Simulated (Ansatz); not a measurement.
Calculated with Ansatz (gas phase, PBE0-D4/def2-TZVP geometries, no zero-point term in ΔE). CCSD(T)/CBS adds triple-zeta CCSD(T) − MP2 to the extrapolated MP2 energy (def2 sets, frozen cores). DFT in def2-TZVPP. For Ge outer-core shells are correlated without core-valence functions, which leaves a few kJ/mol of doubt a bond. Scalar relativity is left out up to krypton. Each species was taken in one conformer, which may not be the lowest.

Reaction (ligand exchange at a Ge–S bond): `F[Si](F)(Cl)[S][GeH2][Cl]` + `O[SiH2]F` → `F[SiH2][O][GeH2][Cl]` + `F[Si](F)(S)Cl`

CCSD(T)/CBS gives +1.3 kcal/mol.

(1) Another level gave -3.8 kcal/mol. Which?
A. r2SCAN-D4/def2-TZVPP
B. HF/def2-TZVPP
C. B2PLYP/def2-TZVPP
D. PBE0-D4/def2-TZVPP

Largest T1 diagnostic among the species: 0.011.

Answers

(1) B. HF/def2-TZVPP -3.8, B2PLYP -0.1, r2SCAN-D4 1.9, PBE0-D4 3.4 kcal/mol.

In def2-TZVPP, CCSD(T) changes the Hartree–Fock value by +4.0 kcal/mol (the triples alone add +0.8 kcal/mol) and MP2 by +5.3 kcal/mol. The D4 term adds +2.0 kcal/mol with B3LYP and +1.1 kcal/mol with PBE0; it sums over pairs of atoms, weighted by their polarisabilities, and B3LYP, whose exchange is more repulsive, gets the larger term.

B3LYP here is the variant with VWN-RPA as its local correlation; programs differ in this.
